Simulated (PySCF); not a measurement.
ammonium (H4N), SMILES [NH4+], charge +1.

The structure is a stationary point at B3LYP-D3(BJ)/def2-TZVPD.

Two levels are set side by side: TDDFT-PBE/def2-TZVPD (PySCF) and TDDFT-PBE0/def2-TZVPD (PySCF). Vertical, same geometry. The lowest singlet is HOMO−1→LUMO 99 % with PBE and HOMO−2→LUMO 100 % with the other functional; states are paired by order. Differences are taken from unrounded values.

| quantity | TDDFT-PBE0 |
|---|---|
| lowest singlet excitation (eV) | 15.06 |
| lowest triplet excitation (TDA) (eV) | 14.09 |
| first bright state (f over 0.05) (eV) | 15.06 |
| its oscillator strength | 0.15 |

Task: What does TDDFT-PBE give, and how far is it from TDDFT-PBE0? (Estimate from the structure and the level; the computed values follow.)

Result: 
```csv
quantity,TDDFT-PBE,TDDFT-PBE minus TDDFT-PBE0
lowest singlet excitation (eV),14.44,-0.62
lowest triplet excitation (TDA) (eV),13.65,-0.44
first bright state (f over 0.05) (eV),14.44,-0.62
its oscillator strength,0.12,-0.03
```

Functionals without exact exchange tend to place singlet excitations lower, as here. Differences between two approximate levels are no errors against the true value.

Rough cost on one machine, each run with all the roots and properties that it gave: TDDFT-PBE0 against TDDFT-PBE about 2 times.
